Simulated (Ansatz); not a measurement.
CH4AlNO (`N=[C](O)[AlH2]`), relaxed with RKS PBE0-D4/def2-TZVP in Ansatz 0.2.0 from a PBE-D4/def2-SVP geometry. The force threshold is 0.005 eV/Å; the program also tests the step.

Charge 0, multiplicity 1.

Start:

```xyz
8

N     1.555    0.373   -0.258
C     0.408   -0.211   -0.326
O     0.277   -1.283   -1.153
Al   -1.243    0.289    0.689
H     1.529    1.167    0.401
H     1.167   -1.404   -1.567
H    -1.057    1.550    1.658
H    -2.636   -0.482    0.555
```

```tsv
step	energy (eV)	largest force (eV/Å)	largest move (Å)
1	-11229.0512	0.972	0.000
2	-11229.0819	0.266	0.034
3	-11229.0846	0.092	0.010
4 (rejected)	-11229.0841	0.197	0.018
5	-11229.0851	0.022	0.008
6	-11229.0852	0.009	0.004
7	-11229.0852	0.015	0.007
8	-11229.0853	0.004	0.003
```

End:

```xyz
8

N     1.517    0.376   -0.241
C     0.398   -0.221   -0.325
O     0.297   -1.280   -1.156
Al   -1.233    0.293    0.686
H     1.477    1.155    0.411
H     1.170   -1.397   -1.568
H    -1.012    1.543    1.634
H    -2.612   -0.469    0.559
```

Hardware: 2 threads of an Arm Neoverse V1 on a shared host. Wall time 27 s, peak host memory 0.29 GiB.
